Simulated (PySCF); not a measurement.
[BiCl4]− at several levels of theory

Computed with PySCF 2.14.0 (density fitting, no spin-orbit coupling) at the geometry relaxed with r2SCAN:

```xyz
5
[BiCl4]− (singlet)
Bi    0.0000    0.0000    0.0000
Cl    1.5125    1.5125    1.5125
Cl   -1.5125   -1.5125    1.5125
Cl    1.5125   -1.5125   -1.5125
Cl   -1.5125    1.5125   -1.5125
```

```csv
level,basis,state,HOMO (eV),gap (eV),charge on Bi1 (e),dipole about the centre of mass (D),largest force component (eV/Å)
r2SCAN,"Bi def2-SVP with ECP60, Cl def2-SVP",singlet,-2.33,4.20,0.96,0.00,0.01
BP86,the same,singlet,-2.07,3.84,0.81,0.00,0.08
r2SCAN,"Bi def2-TZVP with ECP60, Cl def2-TZVP",singlet,-2.81,4.24,1.13,0.00,0.11
r2SCAN,"Bi x2c-SVPall, Cl x2c-SVPall",singlet,-2.31,4.17,0.96,0.00,0.05
```

Charges are Mulliken's, which hang on the basis. The relaxation used the grid (50, 194), these runs (75, 302) or, all-electron (x2c bases, spin-free X2C Hamiltonian), (99, 590).

(1) A further run in the first row's basis gives HOMO (eV) -2.36, gap (eV) 4.30, charge on Bi1 (e) 1.12, dipole about the centre of mass (D) 0.00, largest force component (eV/Å) 0.09. Which level was it?
A. TPSSh
B. M06-L
C. TPSS

No frequency check is given that shows the relaxed geometry to be a minimum.

## Answers

(1) B. The others give HOMO -2.12 eV (TPSS); -2.54 eV (TPSSh).
